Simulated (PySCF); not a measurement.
C2H6STe, SMILES CS[Te]C.

Coordinates come from a B3LYP-D3(BJ)/def2-SVP optimisation. The def2 effective core potentials stand for the cores of Te; spin–orbit coupling is left out. One conformer was computed; it need not be the lowest.

Two levels are set side by side: PBE/def2-TZVP (PySCF) and PBE0/def2-TZVP (PySCF). Same geometry, gas phase. Differences are taken from unrounded values.

| quantity | PBE0 | PBE | PBE minus PBE0 |
|---|---|---|---|
| orbital gap (eV) | 4.71 | 2.85 | -1.86 |
| highest occupied level (eV) | -6.15 | -5.11 | 1.04 |
| lowest empty level (eV) | -1.43 | -2.25 | -0.82 |
| dipole moment (D) | 1.89 | 1.80 | -0.09 |
| mean polarisability (bohr³) | 85.0 | 87.1 | 2.1 |

PBE's occupied levels lie high since its potential decays too fast outside the molecule; exact exchange lowers them and widens the gap. Differences between two approximate levels are no errors against the true value.

Rough cost on one machine, each run with all the roots and properties that it gave: PBE0 against PBE within a factor of 2.
